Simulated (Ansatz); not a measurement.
Reactions of `[SiH3]C1(Cl)O[SiH2]1`.

Isolated molecules relaxed with PBE0-D4/def2-TZVP in Ansatz; ΔE leaves out vibrations. CCSD(T)/CBS is the MP2 limit (def2-TZVPP, def2-QZVPP) plus CCSD(T) − MP2 in def2-TZVPP, frozen cores. This one scheme is used for every species, atoms too. For atomizations the MP2-based limit and the directly extrapolated one differ by several kJ/mol either way, and by 10 to 25 for some Ge, Se and Sn compounds, so smaller differences from it don't rank the levels. Functionals use def2-TZVPP. No spin–orbit coupling; open shells (•) take unrestricted orbitals. Spin–orbit coupling would lower the free atoms: a little for C, Cl, O, Si. def2 core potentials past Kr. Bonds to Sn are less sure, by a few kJ/mol each and by 10 to 20 or more in all where they break to atoms, as the def2 sets lack core-valence functions. Each species was taken in one conformer, which may not be the lowest.

| reaction | HF/CBS(def2) (kcal/mol) | ωB97X-V (kcal/mol) | r2SCAN-D4 (kcal/mol) | CCSD(T)/CBS(def2) (kcal/mol) |
| --- | --- | --- | --- | --- |
| `[SiH3]C1(Cl)O[SiH2]1` + `[OH][SnH2][Cl]` → `[SiH3][O][SnH2][Cl]` + `ClC1O[SiH2]1` | -32.1 | -24.9 | -23.8 | -24.7 |
| `[SiH3]C1(Cl)O[SiH2]1` → C• + Cl• + 5 H• + O• + 2 Si• | 546.5 | 783.1 | 780.8 | 778.2 |
| `[SiH3]C1(Cl)O[SiH2]1` + `C1O[SiH2][SiH2]1` → `[SiH3][SiH]1CO[SiH2]1` + `ClC1O[SiH2]1` | -1.9 | -2.9 | -3.7 | -2.1 |
| `[SiH3]C1(Cl)O[SiH2]1` + `O[Si]S` → `[SiH3]O[Si]S` + `ClC1O[SiH2]1` | -31.4 | -24.3 | -23.6 | -23.8 |

Largest T1 diagnostic: 0.015, for `O[Si]S`.
